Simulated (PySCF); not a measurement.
# How the method changes the shape and vibrations of CH3O2Si anion

Calculated results; nothing here was measured. The program is PySCF 2.14.0, an open-source quantum chemistry code, run on an isolated molecule that a program drew, which may never have been made. The molecule is CH3O2Si anion (charge -1, singlet), drawn as the SMILES string `[O-]C=[SiH]O`.

The geometry was optimised and harmonic frequencies were computed with HF and MP2, all in the aug-cc-pV(D+d)Z basis, for the commonest isotopes, with a restricted reference for singlets and an unrestricted one otherwise, and a frozen core in MP2. Each result is a local minimum of its method.

Geometry at the HF minimum:
```xyz
7
CH3O2Si anion, angstrom
O     0.2577   -1.0673   -1.4957
C    -0.5850   -0.4183   -2.0758
Si   -1.8052    0.9168   -1.3471
O    -1.0753    1.1548    0.2028
H    -0.7064   -0.6272   -3.1743
H    -1.1246    1.9975   -2.2203
H    -0.1906    0.8269    0.2376
```

Lengths of the bonds as drawn, in Å (atoms numbered as above):
```
bond,HF,MP2
O1-C2,1.212,1.255
C2-Si3,1.950,1.925
Si3-O4,1.730,1.769
C2-H5,1.125,1.138
Si3-H6,1.547,1.548
O4-H7,0.944,0.972
```

Rotational constants, in GHz:
```
constant,HF,MP2
A,11.57,10.99
B,4.315,4.42
C,3.239,3.247
```

Harmonic frequencies in cm^-1, each column in rising order, so a row needn't be the same motion in every method:
```
rank    HF   MP2
   1   130   125
   2   225   233
   3   336   369
   4   450   419
   5   568   520
   6   642   601
   7   745   683
   8   844   779
   9   987   905
  10  1020   970
  11  1468  1348
  12  1806  1549
  13  1922     ?
  14  2831  2703
  15  4148  3746
```

**Estimate the missing MP2 frequency from the HF column.**

A single factor s that minimises the squared misfit of MP2 against s times HF over the other rows is sum(HF x MP2) / sum(HF^2) = 0.9156, with an rms misfit of 48 cm^-1. For rank 13 it gives 0.9156 x 1922 = 1760 cm^-1. The calculation gives 1912 cm^-1, 152 cm^-1 above the estimate. The drawn bonds are on average 1.5 % longer in MP2 than in HF.
